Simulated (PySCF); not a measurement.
Job file and geometry (Å, from GFN2-xTB) of an NMR shielding run on `CN[C@@H]1CC[C@@H]1N[SiH2]F`, C$_{5}$H$_{13}$FN$_{2}$Si, GIAO PBE0/pcSseg-1 NMR shielding, non-relativistic, gas phase in PySCF 2.14.0, density-fitted response routines; density fitting, a coarse starting grid and PySCF grid level 2 are the driver's defaults:

```
$ OMP_NUM_THREADS=1 python probes_run.py task.json out

{"job": {"kind": "nmr", "xc": "PBE0", "basis": "pcSseg-1"}, "charge": 0, "multiplicity": 1}
C     -1.921715     0.125843     1.667017
N     -1.545493    -0.691297     0.528150
C     -1.086289     0.086467    -0.600847
C     -0.789766    -0.750038    -1.857306
C      0.675927    -0.294136    -1.831405
C      0.415020     0.486790    -0.520592
N      1.082178     0.005287     0.652239
Si     2.645047     0.463011     1.157818
F      2.673918     2.071699     1.074021
H     -2.730177     0.836720     1.439708
H     -2.243650    -0.525624     2.477873
H     -1.049482     0.689912     1.992613
H     -2.335104    -1.262203     0.238932
H     -1.736581     0.954685    -0.800185
H     -1.349582    -0.457631    -2.742882
H     -0.919242    -1.816912    -1.687373
H      0.965809     0.334584    -2.669777
H      1.401210    -1.097106    -1.719931
H      0.598350     1.558864    -0.606287
H      0.695491    -0.883905     0.934274
H      2.764994     0.094621     2.557674
H      3.778726     0.089754     0.315416
```

Q: Write the output of this run.

A: 
```
coarse grid: 18328 points
cycle   1  E = -696.4518204966  dE =  1.058e+00  |g| = 6.863e-01  |ddm| = 4.248e+00
cycle   2  E = -696.3828896330  dE =  6.893e-02  |g| = 9.595e-01  |ddm| = 1.391e+00
cycle   3  E = -696.5438435613  dE = -1.610e-01  |g| = 6.673e-02  |ddm| = 8.288e-01
cycle   4  E = -696.5445042232  dE = -6.607e-04  |g| = 3.054e-02  |ddm| = 7.299e-02
cycle   5  E = -696.5447022202  dE = -1.980e-04  |g| = 5.744e-03  |ddm| = 2.694e-02
cycle   6  E = -696.5447091008  dE = -6.881e-06  |g| = 1.482e-03  |ddm| = 6.894e-03
final grid: 171392 points
cycle   7  E = -696.6007533114  dE = -4.770e-05  |g| = 1.065e-02  |ddm| = 3.816e-02
cycle   8  E = -696.6007335545  dE =  1.976e-05  |g| = 1.411e-02  |ddm| = 2.491e-02
cycle   9  E = -696.6007815260  dE = -4.797e-05  |g| = 1.041e-03  |ddm| = 1.441e-02
cycle  10  E = -696.6007817398  dE = -2.138e-07  |g| = 3.165e-04  |ddm| = 1.093e-03
cycle  11  E = -696.6007817595  dE = -1.967e-08  |g| = 7.785e-05  |ddm| = 2.861e-04
cycle  12  E = -696.6007817606  dE = -1.111e-09  |g| = 2.834e-05  |ddm| = 8.205e-05
cycle  13  E = -696.6007817608  dE = -1.744e-10  |g| = 3.795e-06  |ddm| = 2.393e-05
converged SCF energy = -696.6007817608

GIAO shielding tensors (ppm)
atom      isotropic    diamagn.    paramagn.     s11        s22        s33       span
  0 C      148.567     245.341     -96.774    120.865    139.205    185.632     64.766
  1 N      214.242     318.491    -104.249    165.625    226.680    250.421     84.795
  2 C      128.157     248.498    -120.341    115.130    121.823    147.518     32.388
  3 C      162.932     250.495     -87.563    143.759    158.732    186.304     42.546
  4 C      155.858     250.157     -94.299    126.830    157.059    183.684     56.854
  5 C      141.058     243.882    -102.824    118.436    151.387    153.352     34.917
  6 N      212.407     324.081    -111.674    183.931    222.754    230.536     46.605
  7 Si     370.449     878.645    -508.196    346.340    360.452    404.555     58.214
  8 F      375.992     469.435     -93.444    316.637    396.275    415.063     98.425
  9 H       29.491      28.854       0.637     24.911     26.927     36.635     11.725
 10 H       29.100      28.643       0.458     24.705     26.299     36.296     11.591
 11 H       28.809      30.891      -2.081     22.724     30.233     33.471     10.747
 12 H       31.685      32.774      -1.088     22.534     31.343     41.180     18.646
 13 H       28.291      32.868      -4.577     24.809     27.957     32.107      7.298
 14 H       29.583      30.308      -0.725     26.019     26.907     35.823      9.804
 15 H       30.149      31.117      -0.969     27.175     28.111     35.159      7.984
 16 H       29.264      30.987      -1.723     25.707     27.367     34.718      9.011
 17 H       30.126      31.120      -0.995     26.789     28.409     35.180      8.391
 18 H       28.093      32.940      -4.847     23.287     29.235     31.758      8.471
 19 H       28.852      34.682      -5.830     20.233     29.621     36.702     16.469
 20 H       26.762      28.812      -2.050     22.892     24.683     32.710      9.818
 21 H       26.297      28.621      -2.323     22.720     24.471     31.701      8.982
```

Size and cost of the density-fitted run: 225 basis functions, 53 s wall time on 1 thread of an Arm Neoverse V1, shared host; peak memory 0.94 GiB.
